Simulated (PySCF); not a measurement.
Molfile (atoms numbered from 1):
```
C8H6N
     RDKit          3D

 15 15  0  0  0  0  0  0  0  0999 V2000
    3.8664    0.7060   -0.9733 C   0  0  0  0  0  0  0  0  0  0  0  0
    2.7902    0.2711   -0.6470 C   0  0  0  0  0  0  0  0  0  0  0  0
    1.5221   -0.2010   -0.2816 C   0  0  0  0  0  0  0  0  0  0  0  0
    0.3104    0.4469   -0.4943 C   0  0  0  0  0  0  0  0  0  0  0  0
   -0.6841   -0.4004    0.0378 C   0  0  0  0  0  0  0  0  0  0  0  0
   -2.1006   -0.2350    0.0900 C   0  0  0  0  0  0  0  0  0  0  0  0
   -2.8113    0.8010   -0.3719 C   0  0  0  0  0  0  0  0  0  0  0  0
    0.0322   -1.5080    0.5352 C   0  0  0  0  0  0  0  0  0  0  0  0
    1.3413   -1.4049    0.3534 N   0  0  0  0  0  0  0  0  0  0  0  0
    4.8083    1.0784   -1.2524 H   0  0  0  0  0  0  0  0  0  0  0  0
    0.1745    1.4041   -0.9716 H   0  0  0  0  0  0  0  0  0  0  0  0
   -2.6396   -1.0563    0.5624 H   0  0  0  0  0  0  0  0  0  0  0  0
   -2.3405    1.6454   -0.8489 H   0  0  0  0  0  0  0  0  0  0  0  0
   -3.8887    0.8410   -0.2896 H   0  0  0  0  0  0  0  0  0  0  0  0
   -0.3849   -2.3800    1.0243 H   0  0  0  0  0  0  0  0  0  0  0  0
  1  2  3  0
  2  3  1  0
  3  4  2  0
  4  5  1  0
  5  6  1  0
  6  7  2  0
  5  8  2  0
  8  9  1  0
  9  3  1  0
  1 10  1  0
  4 11  1  0
  6 12  1  0
  7 13  1  0
  7 14  1  0
  8 15  1  0
M  CHG  1   9  -1
M  END
```

Geometry: GFN2-xTB; GIAO absolute shieldings from PySCF, gas phase, non-relativistic, averaged over equivalent atoms.

At PBE0/cc-pVDZ (156 basis functions, 72 s wall time on 1 thread of an Intel Xeon, shared host):
```csv
atoms,σ (ppm)
C6,64.2
C8,64.6
C5,79.6
C3,79.7
C4,87.7
C2,108.8
C7,111.0
C1,132.9
N9,-24.2
H11,24.98
H15,25.19
H12,25.30
H13,27.18
H14,28.05
H10,29.80
```

**Question.** Estimate the result of repeating the calculation with PBE0/pcSseg-1.

**Answer.** 
```
atoms  σ at PBE0/pcSseg-1  change
   C6                44.6   -19.6
   C8                46.6   -18.0
   C5                62.3   -17.3
   C3                62.4   -17.3
   C4                70.8   -16.9
   C2                89.1   -19.7
   C7                95.5   -15.5
   C1               116.6   -16.3
   N9               -54.2   -30.0
  H11               24.76   -0.22
  H15               25.05   -0.14
  H12               25.15   -0.15
  H13               26.95   -0.23
  H14               27.86   -0.19
  H10               29.54   -0.26
```

The largest change is at N9 (pyridine-type nitrogen of an azole). Cost: 183 basis functions, 78 s wall time on 1 thread of an Intel Xeon, shared host. The order of the carbon signals is the same at both levels.
